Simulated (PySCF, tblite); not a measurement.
Parent: `[CH3:1][c:2]1[cH:3][cH:4][cH:5][c:6]2[cH:7][n:8][n:9][n:10]12`, C7H7N3.

The geometries are computed with GFN2-xTB (gas phase). One conformer each, not checked by frequencies here.

```
coordinate of the parent    value
                   C1–C2  1.488 Å
                   C2–C3  1.364 Å
                   C3–C4  1.413 Å
                   C4–C5  1.364 Å
                   C5–C6  1.403 Å
                   C6–C7  1.396 Å
                   C7–N8  1.332 Å
                   N8–N9  1.289 Å
                  N9–N10  1.329 Å
                  C2–N10  1.361 Å
                  C6–N10  1.384 Å
                C1–C2–C3   126.1°
               C1–C2–N10   116.5°
               C3–C2–N10   117.4°
                C2–C3–C4   121.3°
                C3–C4–C5   120.6°
                C4–C5–C6   118.4°
                C5–C6–C7   138.3°
               C5–C6–N10   119.0°
               C7–C6–N10   102.7°
                C6–C7–N8   108.4°
                C7–N8–N9   110.4°
               N8–N9–N10   108.3°
               C2–N10–N9   126.4°
               C2–N10–C6   123.4°
               C6–N10–N9   110.2°
```

**Question.** How does the shared frame change in `[N:1]#[C:2][c:3]1[cH:4][cH:5][cH:6][c:7]2[cH:8][n:9][n:10][n:11]12`, C7H4N4? Atoms pair as C1 = C2, C2 = C3, C3 = C4, C4 = C5, C5 = C6, C6 = C7, C7 = C8, N8 = N9, N9 = N10, N10 = N11 (parent first).

**Answer.** 
```csv
parent,relative,value in the relative,change
C1–C2,C2–C3,1.413 Å,-0.075
C2–C3,C3–C4,1.373 Å,+0.009
C3–C4,C4–C5,1.408 Å,-0.005
C4–C5,C5–C6,1.368 Å,+0.004
C5–C6,C6–C7,1.402 Å,-0.001
C6–C7,C7–C8,1.396 Å,0.000
C7–N8,C8–N9,1.331 Å,-0.001
N8–N9,N9–N10,1.288 Å,-0.001
N9–N10,N10–N11,1.323 Å,-0.006
C2–N10,C3–N11,1.364 Å,+0.003
C6–N10,C7–N11,1.388 Å,+0.004
C1–C2–C3,C2–C3–C4,122.2°,-3.9
C1–C2–N10,C2–C3–N11,119.1°,+2.6
C3–C2–N10,C4–C3–N11,118.7°,+1.3
C2–C3–C4,C3–C4–C5,120.6°,-0.7
C3–C4–C5,C4–C5–C6,120.4°,-0.2
C4–C5–C6,C5–C6–C7,118.9°,+0.5
C5–C6–C7,C6–C7–C8,138.2°,-0.1
C5–C6–N10,C6–C7–N11,119.4°,+0.4
C7–C6–N10,C8–C7–N11,102.4°,-0.3
C6–C7–N8,C7–C8–N9,108.4°,0.0
C7–N8–N9,C8–N9–N10,110.5°,+0.1
N8–N9–N10,N9–N10–N11,108.3°,0.0
C2–N10–N9,C3–N11–N10,127.7°,+1.3
C2–N10–C6,C3–N11–C7,121.9°,-1.5
C6–N10–N9,C7–N11–N10,110.4°,+0.2
```

Of the parent's bonds, C1–C2 changes most (-0.075 Å). Bonds of the relative outside the shared frame: N1≡C2 1.145 Å. Point group Cs → Cs.

**Question.** How does the shared frame change in `[cH:1]1[cH:2][c:3]([CH:4]2[CH2:5][CH2:6]2)[n:7]2[n:8][n:9][cH:10][c:11]2[cH:12]1` with C2–C3–C4–C5 35°, C9H9N3? Atoms pair as C2 = C3, C3 = C2, C4 = C1, C5 = C12, C6 = C11, C7 = C10, N8 = N9, N9 = N8, N10 = N7 (parent first).

**Answer.** 
```tsv
parent	relative	value in the relative	change
C2–C3	C3–C2	1.368 Å	+0.004
C3–C4	C2–C1	1.410 Å	-0.003
C4–C5	C1–C12	1.365 Å	+0.001
C5–C6	C12–C11	1.403 Å	0.000
C6–C7	C11–C10	1.395 Å	-0.001
C7–N8	C10–N9	1.331 Å	-0.001
N8–N9	N9–N8	1.288 Å	-0.001
N9–N10	N8–N7	1.331 Å	+0.002
C2–N10	C3–N7	1.363 Å	+0.002
C6–N10	C11–N7	1.383 Å	-0.001
C3–C2–N10	C2–C3–N7	117.2°	-0.2
C2–C3–C4	C3–C2–C1	121.4°	+0.1
C3–C4–C5	C2–C1–C12	120.6°	0.0
C4–C5–C6	C1–C12–C11	118.3°	-0.1
C5–C6–C7	C12–C11–C10	137.9°	-0.4
C5–C6–N10	C12–C11–N7	119.3°	+0.3
C7–C6–N10	C10–C11–N7	102.8°	+0.1
C6–C7–N8	C11–C10–N9	108.4°	0.0
C7–N8–N9	C10–N9–N8	110.4°	0.0
N8–N9–N10	N9–N8–N7	108.3°	0.0
C2–N10–N9	C3–N7–N8	126.7°	+0.3
C2–N10–C6	C3–N7–C11	123.3°	-0.1
C6–N10–N9	C11–N7–N8	110.1°	-0.1
```

Of the parent's bonds, C2–C3 and C3–C4 change most and about equally (-0.003 to +0.004 Å). Bonds of the relative outside the shared frame: C3–C4 1.470, C4–C5 1.508, C5–C6 1.490, C4–C6 1.508 Å. Point group Cs → Cs.

**Question.** How does the shared frame change in `[CH3:1][c:2]1[cH:3][cH:4][cH:5][c:6]2[c:7]([C:8]#[N:9])[n:10][n:11][n:12]12`, C8H6N4? Atoms pair as C1 = C1, C2 = C2, C3 = C3, C4 = C4, C5 = C5, C6 = C6, C7 = C7, N8 = N10, N9 = N11, N10 = N12 (parent first).

**Answer.** 
| parent | relative | value in the relative | change |
| --- | --- | --- | --- |
| C1–C2 | C1–C2 | 1.486 Å | -0.002 |
| C2–C3 | C2–C3 | 1.366 Å | +0.002 |
| C3–C4 | C3–C4 | 1.411 Å | -0.002 |
| C4–C5 | C4–C5 | 1.367 Å | +0.003 |
| C5–C6 | C5–C6 | 1.399 Å | -0.004 |
| C6–C7 | C6–C7 | 1.409 Å | +0.013 |
| C7–N8 | C7–N10 | 1.346 Å | +0.014 |
| N8–N9 | N10–N11 | 1.276 Å | -0.013 |
| N9–N10 | N11–N12 | 1.337 Å | +0.008 |
| C2–N10 | C2–N12 | 1.359 Å | -0.002 |
| C6–N10 | C6–N12 | 1.378 Å | -0.006 |
| C1–C2–C3 | C1–C2–C3 | 126.3° | +0.2 |
| C1–C2–N10 | C1–C2–N12 | 116.6° | +0.1 |
| C3–C2–N10 | C3–C2–N12 | 117.1° | -0.3 |
| C2–C3–C4 | C2–C3–C4 | 121.4° | +0.1 |
| C3–C4–C5 | C3–C4–C5 | 120.6° | 0.0 |
| C4–C5–C6 | C4–C5–C6 | 117.9° | -0.5 |
| C5–C6–C7 | C5–C6–C7 | 137.7° | -0.6 |
| C5–C6–N10 | C5–C6–N12 | 119.6° | +0.6 |
| C7–C6–N10 | C7–C6–N12 | 102.7° | 0.0 |
| C6–C7–N8 | C6–C7–N10 | 107.8° | -0.6 |
| C7–N8–N9 | C7–N10–N11 | 110.5° | +0.1 |
| N8–N9–N10 | N10–N11–N12 | 108.7° | +0.4 |
| C2–N10–N9 | C2–N12–N11 | 126.4° | 0.0 |
| C2–N10–C6 | C2–N12–C6 | 123.3° | -0.1 |
| C6–N10–N9 | C6–N12–N11 | 110.3° | +0.1 |

Of the parent's bonds, C6–C7, C7–N8 and N8–N9 change most and about equally (-0.013 to +0.014 Å). Bonds of the relative outside the shared frame: C7–C8 1.400, C8≡N9 1.147 Å. Point group Cs → Cs.

**Question.** How does the shared frame change in `[CH2:1]=[CH:2][c:3]1[cH:4][cH:5][cH:6][c:7]2[cH:8][n:9][n:10][n:11]12` with C1–C2–C3–C4 180°, C8H7N3? Atoms pair as C1 = C2, C2 = C3, C3 = C4, C4 = C5, C5 = C6, C6 = C7, C7 = C8, N8 = N9, N9 = N10, N10 = N11 (parent first).

**Answer.** 
```
   parent    relative  value in the relative  change
    C1–C2       C2–C3                1.449 Å  -0.039
    C2–C3       C3–C4                1.376 Å  +0.012
    C3–C4       C4–C5                1.406 Å  -0.007
    C4–C5       C5–C6                1.366 Å  +0.002
    C5–C6       C6–C7                1.401 Å  -0.002
    C6–C7       C7–C8                1.395 Å  -0.001
    C7–N8       C8–N9                1.330 Å  -0.002
    N8–N9      N9–N10                1.288 Å  -0.001
   N9–N10     N10–N11                1.329 Å   0.000
   C2–N10      C3–N11                1.368 Å  +0.007
   C6–N10      C7–N11                1.386 Å  +0.002
 C1–C2–C3    C2–C3–C4                 121.3°    -4.8
C1–C2–N10   C2–C3–N11                 121.9°    +5.4
C3–C2–N10   C4–C3–N11                 116.8°    -0.6
 C2–C3–C4    C3–C4–C5                 122.2°    +0.9
 C3–C4–C5    C4–C5–C6                 120.1°    -0.5
 C4–C5–C6    C5–C6–C7                 118.3°    -0.1
 C5–C6–C7    C6–C7–C8                 136.8°    -1.5
C5–C6–N10   C6–C7–N11                 120.2°    +1.2
C7–C6–N10   C8–C7–N11                 103.0°    +0.3
 C6–C7–N8    C7–C8–N9                 108.3°    -0.1
 C7–N8–N9   C8–N9–N10                 110.3°    -0.1
N8–N9–N10  N9–N10–N11                 108.8°    +0.5
C2–N10–N9  C3–N11–N10                 128.0°    +1.6
C2–N10–C6   C3–N11–C7                 122.4°    -1.0
C6–N10–N9  C7–N11–N10                 109.6°    -0.6
```

Of the parent's bonds, C1–C2 changes most (-0.039 Å). Bonds of the relative outside the shared frame: C1=C2 1.330 Å. Point group Cs → Cs.
